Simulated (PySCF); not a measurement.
B3LYP has the VWN-RPA correlation part, as in Gaussian. 

Cartesian coordinates (Å):
SMILES: N=C=N
```xyz
5

N     -1.1963     0.1245     0.0076
C     -0.0021     0.1071     0.2502
N      1.1886     0.2746     0.4494
H     -1.8459    -0.3381     0.6286
H      1.8601    -0.3916     0.0929
```
Charge 0, spin multiplicity 1.

Give the LUMO, total energy and HOMO at the level B3LYP-D3(BJ)/def2-TZVP (PySCF).


```json
{
  "LUMO": "0.34 eV",
  "total_energy": "-148.8541 Ha",
  "HOMO": "-8.03 eV"
}
```
